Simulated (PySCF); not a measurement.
Level of theory: PySCF with PBE0-D4/def2-TZVP // PBE0-D4/def2-SVP. Gas-phase values, no solvent. One relaxed conformer stands for a flexible species; it need not be the lowest. Excitations are Tamm–Dancoff values on a coarser integration grid. The basis has no diffuse functions, so Rydberg states are missing or too high.

Reference species (SMILES): `Bc1cc(S)cs1` (neutral, multiplicity 1).

| Quantity | Result |
|---|---|
| LUMO | -2.25 eV |
| brightest of the four lowest singlets (TDA) | 5.15 eV |
| T1 excitation (TDA) | 3.03 eV |
| HOMO | -6.90 eV |

Changed species: `c1cc(sc1B)S`.

**Question.** Predict the effect on the LUMO, brightest of the four lowest singlets (TDA), T1 excitation (TDA) and HOMO.

**Answer.** the LUMO rises by 0.18 eV, to -2.07 eV; the brightest of the four lowest singlets (TDA) drops by 0.85 eV, to 4.30 eV; the T1 excitation (TDA) decreases by 0.35 eV, to 2.68 eV; the HOMO rises by 0.28 eV, to -6.62 eV.
